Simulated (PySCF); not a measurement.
F4H2OTi, SMILES [OH2]->[Ti]([F])([F])([F])[F], multiplicity 1. Atoms are numbered in the order given.

```xyz
8

Ti    -0.2391     0.0096     0.0000
F      0.1745    -0.7818     1.5091
F      0.1745    -0.7818    -1.5091
F     -0.1649     1.7400     0.0000
F     -1.9504    -0.2500     0.0000
O      2.0475     0.1387     0.0000
H      2.3884    -0.3291    -0.7733
H      2.3884    -0.3291     0.7733
```

The structure is a stationary point at PBE0-D3(BJ)/def2-SVP. The spin state was assumed, not searched.

Two levels are set side by side: PBE/pcSseg-1 (PySCF) and B3LYP/pcSseg-1 (PySCF). GIAO shifts against CFCl3 (¹⁹F), H2O (¹⁷O), TMS (¹H) at the same level; non-relativistic, no solvent, atoms listed together averaged. Differences are taken from unrounded values.

| quantity | B3LYP | PBE | PBE minus B3LYP |
|---|---|---|---|
| δ(¹⁷O) of O6 (ppm) | 45.2 | 47.3 | 2.2 |
| δ(¹H) of H7, H8 (ppm) | 2.80 | 2.44 | -0.36 |

Rough cost on one machine, each run with all the roots and properties that it gave: B3LYP against PBE within a factor of 2.
